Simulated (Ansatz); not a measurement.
`[BH2][GaH][CH3]` + `N=CO` → `BOC=N` + `[CH3][GaH2]`  (cleavage of the B–Ga bond)

Isolated molecules relaxed with PBE0-D4/def2-TZVP in Ansatz; ΔE leaves out vibrations. CCSD(T)/CBS adds triple-zeta CCSD(T) − MP2 to the extrapolated MP2 energy (def2 sets, frozen cores). This one scheme is used for every species. Functionals use def2-TZVPP. For Ga outer-core shells are correlated without core-valence functions, which leaves a few kJ/mol of doubt a bond. Scalar relativity is left out up to krypton. One conformer a species, not always the lowest.

| level | ΔE (kJ/mol) |
| --- | --- |
| LDA (SPW92) | -122.9 |
| revPBE-D4 | -115.5 |
| B2PLYP | -130.6 |
| PBE-QIDH | -125.3 |
| PBE0 | -118.5 |
| HF/def2-SVP | -146.4 |
| MP2/def2-TZVPP | -130.6 |
| HF/def2-QZVPP | -141.8 |

(1) What does CCSD(T)/CBS give? (Estimate.)

Largest T1 diagnostic among the species: 0.015.

## Answers

(1) Ansatz gave: -123.9 kJ/mol. The listed levels differ from it by 1.0, 8.4, -6.7, -1.4, 5.4, -22.5, -6.7, -17.9 kJ/mol.

From BLYP to BHLYP (50 % exact exchange), in def2-TZVPP and without D4, ΔE moves by −10.0 kJ/mol. In def2-TZVPP, CCSD(T) changes the Hartree–Fock value by +12.8 kJ/mol (the triples alone add +0.1 kJ/mol) and MP2 by +9.5 kJ/mol.
